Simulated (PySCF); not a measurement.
**Sn²⁴⁺: ionisation energy**

Sn²⁴⁺ [Ar] 3d8 (3F) → Sn²⁵⁺ [Ar] 3d7 (4F), as a difference of total energies. Calculation: PySCF 2.14, in an uncontracted even-tempered set (17 s from 2.9 bohr⁻², ratio 2.5; 11 p from 3.8 bohr⁻², ratio 2.5; 8 d from 3.8 bohr⁻², ratio 2.5; 4 f from 17 bohr⁻², ratio 2.7; 3 g from 26 bohr⁻², ratio 2.7); the non-relativistic Hamiltonian (point nucleus). Correlated levels: outer shells: [Ne] frozen; virtual orbitals above 40 to 60 times the deepest correlated orbital energy dropped. The calculations carry no spin-orbit coupling.

```json
{"method": "UHF", "ionisation energy (eV)": "1274.8"}
{"method": "LDA", "ionisation energy (eV)": "1276.4"}
{"method": "PBE", "ionisation energy (eV)": "1276.0"}
{"method": "PBE0", "ionisation energy (eV)": "1276.3"}
{"method": "r2SCAN", "ionisation energy (eV)": "1277.0"}
{"method": "M06", "ionisation energy (eV)": "1277.5"}
{"method": "r2SCAN0", "ionisation energy (eV)": "1277.0"}
{"method": "MP2 (outer shells)", "ionisation energy (eV)": "1276.4"}
{"method": "SCS-MP2 (outer shells)", "ionisation energy (eV)": "1276.3"}
```

A first-order spin-orbit estimate (lowest level to lowest level, LS coupling) adds -0.169 eV.

All relativistic terms are absent from these numbers, so their closeness to the reference says little about the methods.

For comparison: 1269 ± 4 eV (theoretical estimate listed by NIST; NIST Atomic Spectra Database, ionization energies).
